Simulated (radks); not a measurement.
All-electron atom: As4+ in [Ar] 3d10 4s1. Calculated with a radial shooting solver on a logarithmic mesh with Libxc functionals: Dirac Kohn-Sham, PBE, spin-unpolarised, spherical densities, point nucleus.

Spin-orbit splittings of the eigenvalues, e(l+1/2) - e(l-1/2), with zeta = 2 splitting/(2l+1) and mean radii in bohr:

shell  occ.  splitting (eV)  zeta (eV)  <r> j=l-1/2  <r> j=l+1/2
2p        6           36.58      24.39       0.1746       0.1783
3p        6           5.035      3.357       0.6088       0.6192
3d       10          0.7404     0.2962       0.6642       0.6685
